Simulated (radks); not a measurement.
Values are calculated unless marked as measured or tabulated.
Problem. Species: K II. Configuration: [He] 2s2 2p5 3s2 3p6 4s1 (not the ground configuration). Level of theory: Dirac Kohn-Sham, LDA (Slater exchange, VWN5 correlation), spin-unpolarised, spherical densities, finite nucleus; open shells are shared between the two j in proportion to 2j + 1; Fermi nuclear charge, rms radius 3.4349 fm (a radial shooting solver on a logarithmic mesh with Libxc functionals).

Spin-orbit splittings of the eigenvalues, e(l+1/2) - e(l-1/2), with zeta = 2 splitting/(2l+1) and mean radii in bohr:

shell  occ.  splitting (eV)  zeta (eV)  <r> j=l-1/2  <r> j=l+1/2
2p        5               ?          ?       0.3403       0.3426
3p        6          0.3425     0.2283        1.286        1.293

Estimate the 2p splitting.

Solution. 3.044 eV (zeta = 2.029 eV).
